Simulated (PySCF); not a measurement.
What builds the second ionisation energy along the third row

Calculated with PySCF 2.14 from differences of total energies of unrestricted determinants, without spin-orbit coupling. Each column adds one step, in eV (sums use unrounded values): valence MP2, valence CCSD, valence triples, then the next inner shell at CCSD(T) (Al 2s 2p, P 2s 2p, S 2s 2p, Cl 2s 2p, Ar 2s 2p). References (NIST) marked * lie between the lowest fine-structure levels; the others compare directly ((s) semi-empirical, (t) theoretical).

```json
{"element": "Al [Ne] 3s2 → [Ne] 3s1 (ANO-RCC-VTZP, spin-free X2C)", "UHF": "17.553", "+ MP2": "0.721", "+ CCSD": "0.348", "+ (T)": "0.000", "+ inner shell": "0.071", "sum": "18.692", "reference": "18.829"}
{"element": "P [Ne] 3s2 3p2 → [Ne] 3s2 3p1 (ANO-RCC-VTZP, spin-free X2C)", "UHF": "19.165", "+ MP2": "0.441", "+ CCSD": "0.041", "+ (T)": "0.034", "+ inner shell": "-0.009", "sum": "19.672", "reference": "19.769 (s) *"}
{"element": "S [Ne] 3s2 3p3 → [Ne] 3s2 3p2 (ANO-RCC-VTZP, spin-free X2C)", "UHF": "22.723", "+ MP2": "0.612", "+ CCSD": "-0.063", "+ (T)": "0.038", "+ inner shell": "-0.008", "sum": "23.301", "reference": "23.338 *"}
{"element": "Cl [Ne] 3s2 3p4 → [Ne] 3s2 3p3 (ANO-RCC-VTZP, spin-free X2C)", "UHF": "22.606", "+ MP2": "0.757", "+ CCSD": "0.123", "+ (T)": "0.029", "+ inner shell": "0.001", "sum": "23.517", "reference": "23.771"}
{"element": "Ar [Ne] 3s2 3p5 → [Ne] 3s2 3p4 (ANO-RCC-VTZP, spin-free X2C)", "UHF": "26.357", "+ MP2": "0.986", "+ CCSD": "-0.027", "+ (T)": "0.035", "+ inner shell": "-0.002", "sum": "27.348", "reference": "27.630 *"}
```

What remains against the references is mostly basis incompleteness and, for starred values, spin-orbit coupling.

These are valence bases, so the inner-shell step is incomplete.
